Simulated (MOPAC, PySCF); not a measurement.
Dimer: C2H4 (SMILES C=C) (first 6 atoms) with C3H8 (SMILES CCC); geometry from B3LYP-D3(BJ)/def2-TZVP.
(charge 0, multiplicity 1):
```xyz
17

C      0.6473    -0.3392     0.2789
C     -0.5402     0.2366     0.1678
H      1.4945     0.1819     0.7076
H      0.8201    -1.3562    -0.0516
H     -1.3892    -0.2846    -0.2576
H     -0.7131     1.2534     0.4994
C     -1.1920    -0.5101     3.9632
C      0.3325    -0.4576     3.9872
C      0.8734     0.9658     3.8881
H     -1.5595    -1.5346     4.0494
H     -1.6184     0.0685     4.7868
H     -1.5784    -0.0954     3.0295
H      0.7258    -1.0535     3.1592
H      0.7015    -0.9246     4.9054
H      1.9652     0.9831     3.8958
H      0.5376     1.4464     2.9663
H      0.5246     1.5777     4.7239
```

Counterpoise-corrected where a basis set is named; no monomer relaxation. Rows marked so take none.

Rows in 3-21G carry no dispersion term and start afresh at each structure. The state reached by AM1, PM7 isn't checked; PM7 holds dispersion and hydrogen-bond terms.

Programs: MOPAC for AM1, PM7 (differences of heats of formation); PySCF for 3-21G rows. 

Question: One of these levels gives -1.49 kcal/mol for the interaction energy. Which one is it?
(A) PM7
(B) B3LYP/3-21G (no counterpoise)
(C) HF/3-21G (no counterpoise)
(D) AM1

Answer: A, PM7. The others give 0.33 (AM1), 0.01 (HF/3-21G (no counterpoise)), -0.52 (B3LYP/3-21G (no counterpoise))
